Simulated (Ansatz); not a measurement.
Consider the formal exchange of groups at a C–C bond: `CNC(C)N` + SiH₄ → `CNC(N)[SiH3]` + CH₄.

Calculated with Ansatz (gas phase, PBE0-D4/def2-TZVP geometries, no zero-point term in ΔE). CCSD(T)/CBS is the MP2 limit (def2-TZVPP, def2-QZVPP) plus CCSD(T) − MP2 in def2-TZVPP, frozen cores. This one scheme is used for every species. DFT in def2-TZVPP. B3LYP here is the variant with VWN-RPA as its local correlation; programs differ in this. One conformer a species, not always the lowest.

| level | ΔE (kJ/mol) | difference from CCSD(T)/CBS |
| --- | --- | --- |
| PBE-D4 | -19.6 | -9.5 |
| r2SCAN-D4 | -15.1 | -5.0 |
| B3LYP-D4 | -15.9 | -5.8 |
| ωB97X-V | -9.2 | 0.9 |
| ωB97M-V | -12.0 | -1.9 |
| r2SCAN | -14.5 | -4.4 |
| PBE0 | -12.2 | -2.1 |
| HF/def2-TZVPP | 2.8 | 12.9 |
| MP2/def2-TZVPP | -9.4 | 0.7 |
| CCSD/CBS(def2) | -8.0 | 2.1 |
| CCSD(T)/CBS | -10.1 | 0 |

Largest T1 diagnostic among the species: 0.011.

In def2-TZVPP, CCSD(T) changes the Hartree–Fock value by −10.5 kJ/mol (the triples alone add −2.1 kJ/mol) and MP2 by −12.2 kJ/mol. The D4 term adds −4.2 kJ/mol with B3LYP and −2.4 kJ/mol with PBE0; it sums over pairs of atoms, weighted by their polarisabilities, and B3LYP, whose exchange is more repulsive, gets the larger term.
